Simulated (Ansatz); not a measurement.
Basis sets compared for Cs₃H₃. The state is a singlet with charge 0. Geometry PBE-D4/def2-TZVP. Ansatz on 4 threads of Intel Xeon on a shared host; times are rough, and most runs start from earlier orbitals.

| atom | x (Å) | y (Å) | z (Å) |
| --- | --- | --- | --- |
| Cs1 | -1.316 | -1.893 | 1.791 |
| Cs2 | 2.732 | 0.875 | 0.550 |
| Cs3 | -1.415 | 1.018 | -2.342 |
| H4 | 1.191 | -0.850 | 1.989 |
| H5 | 1.109 | 1.610 | -1.509 |
| H6 | -2.302 | -0.760 | -0.480 |

In the def2 sets Cs takes a core potential; there is no spin–orbit coupling. The structure comes from a short search, and lower isomers may exist.

Binding counts from free atoms (Cs doublet, H doublet) in the same basis, without a counterpoise term.

```
                          level  functions  energy (Eh)  HOMO (eV)  LUMO (eV)  binding per atom (eV)  wall time
                PBE-D4/def2-SVP         87     -62.2154      -3.03      -0.63                   1.26      2.3 s
               PBE-D4/def2-TZVP        105     -62.2308      -3.12      -0.60                   1.32      2.2 s
            r2SCAN-D4/def2-TZVP        105     -62.2397      -3.17      -0.07                   1.34      3.6 s
               PBE0-D4/def2-SVP         87     -62.1968      -3.93      -0.21                   1.25      1.9 s
PBE0-D4/def2-TZVP (with forces)        105     -62.2115      -4.05      -0.20                   1.31      3.8 s
```

Task: Estimate the rows for PBE-D4/def2-TZVPD, r2SCAN-D4/def2-TZVPD, PBE0-D4/def2-TZVPD.

Result: 
```csv
level,functions,energy (Eh),HOMO (eV),LUMO (eV),binding per atom (eV),wall time
PBE-D4/def2-TZVPD,123,-62.2317,-3.11,-0.61,1.32,3 s
r2SCAN-D4/def2-TZVPD,123,-62.2406,-3.15,-0.06,1.34,4.4 s
PBE0-D4/def2-TZVPD,123,-62.2125,-4.03,-0.20,1.31,2.8 s
```
